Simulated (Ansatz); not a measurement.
mer-CoF3(H2O)3 (CoO₃F₃H₆). Total charge 0; singlet. Geometry r2SCAN-D4/def2-SVP.

Cartesian coordinates in Å:
```
Co -0.122 0.008 -0.140
F 0.342 -1.105 -1.480
F -0.385 1.100 1.332
F -1.851 -0.074 -0.564
O 1.742 0.217 0.439
O 0.036 1.298 -1.555
O -0.527 -1.322 1.208
H 2.083 -0.628 0.773
H 1.464 0.749 1.219
H -0.928 1.376 -1.711
H 0.298 0.543 -2.147
H -1.382 -1.594 0.816
H -0.770 -0.569 1.810
```

The restricted singlet is unstable towards broken spin symmetry in Hartree–Fock (as tested in another run); at PBE-D4/def2-SVP, revPBE-D4/def2-TZVP, r2SCAN-D4/def2-TZVP, r2SCANh-D4/def2-TZVP and others this wasn't settled. Another isomer (singlet) lies 0.02 eV lower at PBE0-D4/def2-TZVP; other spin states weren't run for this one.

Question: Estimate the orbital energies around the gap (eV) in Ansatz with PBE-D4/def2-SVP, revPBE-D4/def2-TZVP, r2SCAN-D4/def2-TZVP, r2SCANh-D4/def2-TZVP, PBE0-D4/def2-TZVP.

Answer: 
```json
{"orbital": "HOMO−9", "PBE-D4/def2-SVP": "-8.57", "revPBE-D4/def2-TZVP": "-9.07", "r2SCAN-D4/def2-TZVP": "-9.72", "r2SCANh-D4/def2-TZVP": "-10.52", "PBE0-D4/def2-TZVP": "-11.31"}
{"orbital": "HOMO−8", "PBE-D4/def2-SVP": "-8.23", "revPBE-D4/def2-TZVP": "-8.73", "r2SCAN-D4/def2-TZVP": "-9.28", "r2SCANh-D4/def2-TZVP": "-10.00", "PBE0-D4/def2-TZVP": "-10.76"}
{"orbital": "HOMO−7", "PBE-D4/def2-SVP": "-7.88", "revPBE-D4/def2-TZVP": "-8.33", "r2SCAN-D4/def2-TZVP": "-8.95", "r2SCANh-D4/def2-TZVP": "-9.81", "PBE0-D4/def2-TZVP": "-10.74"}
{"orbital": "HOMO−6", "PBE-D4/def2-SVP": "-7.68", "revPBE-D4/def2-TZVP": "-8.13", "r2SCAN-D4/def2-TZVP": "-8.74", "r2SCANh-D4/def2-TZVP": "-9.59", "PBE0-D4/def2-TZVP": "-10.51"}
{"orbital": "HOMO−5", "PBE-D4/def2-SVP": "-7.48", "revPBE-D4/def2-TZVP": "-7.94", "r2SCAN-D4/def2-TZVP": "-8.52", "r2SCANh-D4/def2-TZVP": "-9.28", "PBE0-D4/def2-TZVP": "-10.07"}
{"orbital": "HOMO−4", "PBE-D4/def2-SVP": "-7.38", "revPBE-D4/def2-TZVP": "-7.82", "r2SCAN-D4/def2-TZVP": "-8.38", "r2SCANh-D4/def2-TZVP": "-9.12", "PBE0-D4/def2-TZVP": "-9.89"}
{"orbital": "HOMO−3", "PBE-D4/def2-SVP": "-6.84", "revPBE-D4/def2-TZVP": "-7.36", "r2SCAN-D4/def2-TZVP": "-7.94", "r2SCANh-D4/def2-TZVP": "-8.72", "PBE0-D4/def2-TZVP": "-9.53"}
{"orbital": "HOMO−2", "PBE-D4/def2-SVP": "-5.51", "revPBE-D4/def2-TZVP": "-5.90", "r2SCAN-D4/def2-TZVP": "-6.80", "r2SCANh-D4/def2-TZVP": "-8.02", "PBE0-D4/def2-TZVP": "-9.19"}
{"orbital": "HOMO−1", "PBE-D4/def2-SVP": "-5.29", "revPBE-D4/def2-TZVP": "-5.69", "r2SCAN-D4/def2-TZVP": "-6.58", "r2SCANh-D4/def2-TZVP": "-7.78", "PBE0-D4/def2-TZVP": "-8.93"}
{"orbital": "HOMO", "PBE-D4/def2-SVP": "-4.87", "revPBE-D4/def2-TZVP": "-5.29", "r2SCAN-D4/def2-TZVP": "-6.17", "r2SCANh-D4/def2-TZVP": "-7.37", "PBE0-D4/def2-TZVP": "-8.53"}
{"orbital": "LUMO", "PBE-D4/def2-SVP": "-3.55", "revPBE-D4/def2-TZVP": "-3.88", "r2SCAN-D4/def2-TZVP": "-3.89", "r2SCANh-D4/def2-TZVP": "-3.43", "PBE0-D4/def2-TZVP": "-2.80"}
{"orbital": "LUMO+1", "PBE-D4/def2-SVP": "-3.00", "revPBE-D4/def2-TZVP": "-3.38", "r2SCAN-D4/def2-TZVP": "-3.40", "r2SCANh-D4/def2-TZVP": "-2.95", "PBE0-D4/def2-TZVP": "-2.34"}
{"orbital": "LUMO+2", "PBE-D4/def2-SVP": "-0.63", "revPBE-D4/def2-TZVP": "-0.83", "r2SCAN-D4/def2-TZVP": "-0.31", "r2SCANh-D4/def2-TZVP": "-0.05", "PBE0-D4/def2-TZVP": "-0.09"}
{"orbital": "LUMO+3", "PBE-D4/def2-SVP": "0.78", "revPBE-D4/def2-TZVP": "0.35", "r2SCAN-D4/def2-TZVP": "0.97", "r2SCANh-D4/def2-TZVP": "1.26", "PBE0-D4/def2-TZVP": "1.19"}
{"orbital": "LUMO+4", "PBE-D4/def2-SVP": "1.14", "revPBE-D4/def2-TZVP": "0.59", "r2SCAN-D4/def2-TZVP": "1.16", "r2SCANh-D4/def2-TZVP": "1.46", "PBE0-D4/def2-TZVP": "1.43"}
{"orbital": "LUMO+5", "PBE-D4/def2-SVP": "2.17", "revPBE-D4/def2-TZVP": "1.56", "r2SCAN-D4/def2-TZVP": "2.24", "r2SCANh-D4/def2-TZVP": "2.53", "PBE0-D4/def2-TZVP": "2.41"}
```
